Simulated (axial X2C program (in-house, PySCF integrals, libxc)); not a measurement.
**NaFe: cheaper levels and CCSD(T), 2c**

Computed with an in-house relativistic program for diatomic molecules. Two-component (2c) means X2C with spin–orbit coupling and atomic mean-field two-electron Coulomb and Gaunt terms. Basis: Fe dyall-cv3z [9s10p6d3f2g], Na dyall-cv3z [9s8p5d2f] (cores contracted in-house); Gaussian nuclei, density fitting, unrestricted open shells. Masses: Fe 55.935 u, Na 22.990 u.

State: Ω = 7/2 (⟨Sz⟩ = 1.50, ⟨Lz⟩ = 2.00 at HF); fragments Fe + Na.

| level | Re (Å) | ωe (cm⁻¹) |
| --- | --- | --- |
| PBE0 | 2.803 | 167.6 |
| HF | 3.127 | 101.8 |
| CCSD | 2.754 | 205.3 |
| B97-3 | 2.799 | 176.6 |

Correlated methods: 9 electrons correlated (number of frozen shells: Fe 3 s, 2 p; Na 2 s, 1 p), 273 virtual spin orbitals or spinors in MP2, 90 natural virtuals in coupled cluster.

CCSD(T), same Hamiltonian and basis:

Re = 2.739 Å, ωe = 211.1 cm⁻¹; T1 = 0.084 (Lee–Taylor normalisation).

**Question.** Give the differences from CCSD(T) in the columns below.

**Answer.** 

```json
{"level": "PBE0", "ΔRe (Å)": "0.064", "Δωe (cm⁻¹)": "-43.5"}
{"level": "HF", "ΔRe (Å)": "0.388", "Δωe (cm⁻¹)": "-109.3"}
{"level": "CCSD", "ΔRe (Å)": "0.015", "Δωe (cm⁻¹)": "-5.8"}
{"level": "B97-3", "ΔRe (Å)": "0.060", "Δωe (cm⁻¹)": "-34.5"}
```

The state is one determinant whose occupation by symmetry is held fixed; it was picked as the lowest of a PBE0 search that is not exhaustive. De is not given where an atomic determinant may have missed its ground term or J level, or where the truncated virtual space spoils (T). Density functionals use the spin component along the axis (collinear). Coupled cluster ran in a truncated set of natural virtual spinors; the MP2 energy of the rest was added. (T) has no such correction and the atoms are truncated less, which lowers De at CCSD(T) by a hundredth of an eV or more. Other states lie close and PBE0, whose exact exchange favours high spin, may order them wrongly; the determinant shown need not be the ground state. The nearest other spin-free determinant of the search, M_S = 5/2, Λ = 0, lies 0.19 eV up at the distance of the search. Without a current term, density functionals place determinants with orbital angular momentum somewhat too high. The atomic limit has a lower orbital projection than the molecule and lies lower at mean-field level, so De may be about a tenth of an eV too small. With several unpaired electrons one determinant need not be a pure state. A state of lower Ω lies just above, and one determinant can place such states too high, so the state shown need not be the lowest. The search has Ω = 1/2 only 0.08 eV up. The determinant is spin-polarised beyond a pure state at some levels (its spin-free form has ⟨S²⟩ too high), which makes Re and μ there less reliable. The T1 diagnostic is large, a sign of multireference character. The levels of this run spread widely (ωe from 168 to 211 cm⁻¹), so these constants depend on the method.
